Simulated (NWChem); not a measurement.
System: BHSF2; SMILES FB(F)S

Parts of the log:

```
             Northwest Computational Chemistry Package (NWChem) 7.3.0
             --------------------------------------------------------

                             Geometry "geometry" -> ""
                             -------------------------

 Output coordinates in angstroms (scale by  1.889725989 to convert to a.u.)

  No.       Tag          Charge          X              Y              Z
 ---- ---------------- ---------- -------------- -------------- --------------
    1 B                    5.0000     0.01085400    -0.46226800     0.00000000
    2 F                    9.0000     1.12695400    -1.16150100     0.00000000
    3 F                    9.0000    -1.13674600    -1.11345600     0.00000000
    4 S                   16.0000     0.09282100     1.33806000     0.00000000
    5 H                    1.0000    -1.24647000     1.50518900     0.00000000

 Effective nuclear repulsion energy (a.u.)     145.0614532285

  pbe96 is a nonlocal functional; adding pw91lda local functional.
                              NWChem Property Module
                              ----------------------

                                 NWChem DFT Module
                                 -----------------

 Summary of "ao basis" -> "ao basis" (spherical)
 ------------------------------------------------------------------------------
       Tag                 Description            Shells   Functions and Types
 ---------------- ------------------------------  ------  ---------------------
 B                         def2-svpd                 8       20   4s2p2d
 F                         def2-svpd                 9       23   4s3p2d
 S                         def2-svpd                11       27   5s4p2d
 H                         def2-svpd                 4        8   2s2p

            General Information
            -------------------
          SCF calculation type: DFT
          Wavefunction type:  closed shell.
          No. of atoms     :     5
          No. of electrons :    40
           Alpha electrons :    20
            Beta electrons :    20
          Charge           :     0
          Spin multiplicity:     1
          Use of symmetry is: off; symmetry adaption is: off
          Maximum number of iterations: 150
          AO basis - number of functions:   101
                     number of shells:    41
          Convergence on energy requested:  1.00D-06
          Convergence on density requested:  1.00D-05
          Convergence on gradient requested:  5.00D-04

              XC Information
              --------------
          PerdewBurkeErnzerhof Exchange Functional  1.000
            Perdew 1991 LDA Correlation Functional  1.000 local
           PerdewBurkeErnz. Correlation Functional  1.000 non-local

             Grid Information
             ----------------
          Grid used for XC integration:  medium
          Radial quadrature: Mura-Knowles
          Angular quadrature: Lebedev.
          Tag              B.-S. Rad. Rad. Pts. Rad. Cut. Ang. Pts.
          ---              ---------- --------- --------- ---------
          B                   0.85       49          11.0       434
          F                   0.50       49          11.0       434
          S                   1.00       88          11.0       590
          H                   0.35       45          11.0       434
          Grid pruning is: on
          Number of quadrature shells:   280
          Spatial weights used:  Erf1

      Superposition of Atomic Density Guess
      -------------------------------------

 Sum of atomic energies:        -620.94958691

      Non-variational initial energy
      ------------------------------

 Total energy =    -622.048374
 1-e energy   =   -1148.159191
 2-e energy   =     381.049364
 HOMO         =      -0.349010
 LUMO         =       0.041053

   convergence    iter        energy       DeltaE   RMS-Dens  Diis-err
 ---------------- ----- ----------------- --------- --------- ---------
 d= 0,ls=0.0,diis     1   -622.6949770464 -7.68D+02  1.94D-02  9.18D-01
 d= 0,ls=0.0,diis     2   -622.5444491469  1.51D-01  9.97D-03  2.89D+00
 d= 0,ls=0.0,diis     3   -622.7985713032 -2.54D-01  2.23D-03  3.67D-02
 d= 0,ls=0.0,diis     4   -622.8000850605 -1.51D-03  1.24D-03  1.30D-02
 d= 0,ls=0.0,diis     5   -622.8016725271 -1.59D-03  3.08D-04  9.16D-04
  Resetting Diis
 d= 0,ls=0.0,diis     6   -622.8018212270 -1.49D-04  5.90D-05  2.49D-05
 d= 0,ls=0.0,diis     7   -622.8018245496 -3.32D-06  4.58D-05  5.08D-06
 d= 0,ls=0.0,diis     8   -622.8018231139  1.44D-06  2.85D-05  2.04D-05
 d= 0,ls=0.0,diis     9   -622.8018250854 -1.97D-06  3.88D-06  1.62D-07
 d= 0,ls=0.0,diis    10   -622.8018251050 -1.96D-08  6.12D-07  3.74D-09

         Total DFT energy =     -622.801825105004
      One electron energy =    -1149.995554990609
           Coulomb energy =      432.761777908958
    Exchange-Corr. energy =      -50.629501251821
 Nuclear repulsion energy =      145.061453228468

 Numeric. integr. density =       39.999997057525

                       DFT Final Molecular Orbital Analysis
                       ------------------------------------

 Vector   18  Occ=2.000000D+00  E=-3.716723D-01
              MO Center=  4.2D-01, -5.4D-01, -8.2D-10, r^2= 2.6D+00
   Bfn.  Coefficient  Atom+Function         Bfn.  Coefficient  Atom+Function
  ----- ------------  ---------------      ----- ------------  ---------------
    26      0.460976  2 F  py                29     -0.293003  2 F  py
    25      0.283375  2 F  px                48      0.237794  3 F  px
    94     -0.196716  5 H  s                 28     -0.184954  2 F  px
    78      0.178225  4 S  px                75      0.151843  4 S  px
    51     -0.135785  3 F  px                79     -0.132410  4 S  py

 Vector   19  Occ=2.000000D+00  E=-3.258603D-01
              MO Center= -1.4D-02,  8.9D-01, -1.3D-08, r^2= 2.6D+00
   Bfn.  Coefficient  Atom+Function         Bfn.  Coefficient  Atom+Function
  ----- ------------  ---------------      ----- ------------  ---------------
    79      0.363271  4 S  py                76      0.315212  4 S  py
    49     -0.294633  3 F  py                78      0.239558  4 S  px
     6      0.221603  1 B  py                69      0.217275  4 S  s
    75      0.206951  4 S  px                73      0.181375  4 S  py
    52      0.180272  3 F  py                70      0.168346  4 S  s

 Vector   20  Occ=2.000000D+00  E=-2.666601D-01
              MO Center=  4.2D-02,  1.1D+00,  2.5D-08, r^2= 1.9D+00
   Bfn.  Coefficient  Atom+Function         Bfn.  Coefficient  Atom+Function
  ----- ------------  ---------------      ----- ------------  ---------------
    80      0.571343  4 S  pz                77      0.440337  4 S  pz
    74      0.248273  4 S  pz                 7     -0.137101  1 B  pz
    27      0.122544  2 F  pz                50      0.121393  3 F  pz
    83      0.089050  4 S  pz                30     -0.082533  2 F  pz
    53     -0.081715  3 F  pz                10      0.045316  1 B  pz

 Vector   21  Occ=0.000000D+00  E=-3.933958D-02
              MO Center=  1.6D-02, -5.6D-02, -3.2D-08, r^2= 2.5D+00
   Bfn.  Coefficient  Atom+Function         Bfn.  Coefficient  Atom+Function
  ----- ------------  ---------------      ----- ------------  ---------------
     7      0.653537  1 B  pz                10     -0.466583  1 B  pz
    80      0.258922  4 S  pz                27     -0.241954  2 F  pz
    50     -0.239663  3 F  pz                30      0.195504  2 F  pz
    53      0.193867  3 F  pz                90      0.188282  4 S  d -1
    77      0.175212  4 S  pz                56      0.120753  3 F  pz

 Vector   22  Occ=0.000000D+00  E=-3.497392D-02
              MO Center= -5.5D-01,  1.1D+00,  3.6D-08, r^2= 5.4D+00
   Bfn.  Coefficient  Atom+Function         Bfn.  Coefficient  Atom+Function
  ----- ------------  ---------------      ----- ------------  ---------------
     4      0.888615  1 B  s                 24     -0.824246  2 F  s
     3      0.631177  1 B  s                 47     -0.540861  3 F  s
     9     -0.364782  1 B  py                71      0.329763  4 S  s
    69     -0.310731  4 S  s                 78      0.292149  4 S  px
    20      0.274629  1 B  d  2              94      0.274857  5 H  s

 Vector   23  Occ=0.000000D+00  E=-1.064025D-02
              MO Center= -1.3D-01,  5.6D-01,  2.1D-08, r^2= 7.2D+00
   Bfn.  Coefficient  Atom+Function         Bfn.  Coefficient  Atom+Function
  ----- ------------  ---------------      ----- ------------  ---------------
     4      1.908051  1 B  s                 82      0.674152  4 S  py
    71     -0.583570  4 S  s                 47     -0.501963  3 F  s
     3      0.444559  1 B  s                 95     -0.353209  5 H  s
    24     -0.308149  2 F  s                 79      0.298907  4 S  py
     2      0.246747  1 B  s                 78     -0.234720  4 S  px

     Multipole analysis of the density
     ---------------------------------

     L   x y z        total         alpha         beta         nuclear
     -   - - -        -----         -----         ----         -------
     0   0 0 0     -0.000000    -20.000000    -20.000000     40.000000

[...]

 DFT Linear Response polarizability / au
 Frequency  =       0.0000000 / au
              X              Y              Z
 -----------------------------------------------
 X      35.8424078     -0.6914909      0.0000003
 Y      -0.6914947     44.2947274      0.0000004
 Z       0.0000003      0.0000004     31.3311359
 -----------------------------------------------
 Eigenvalues =      35.7862100     44.3509252     31.3311359
 Isotropic   =      37.1560904
 Anisotropic =      11.4611723
 -----------------------------------------------

 Magnetic Dipole Response Matrix (nonzero elements):

 Exiting AOResponse driver routine
```

Level: PBE/def2-SVPD. The geometry was optimised at PBE0/def2-SVP.

Task: Write an input that gives this output.

Result: Several could match; the one computed here: the input that was run:
```
start job
memory heap 200 mb stack 900 mb global 1100 mb
geometry units angstroms noautosym nocenter noautoz
  B      0.010854    -0.462268     0.000000
  F      1.126954    -1.161501     0.000000
  F     -1.136746    -1.113456     0.000000
  S      0.092821     1.338060     0.000000
  H     -1.246470     1.505189     0.000000
end
basis spherical
  * library def2-svpd
end
dft
  xc xpbe96 cpbe96
  iterations 150
end
property
  response 1 0.0
end
task dft property
```
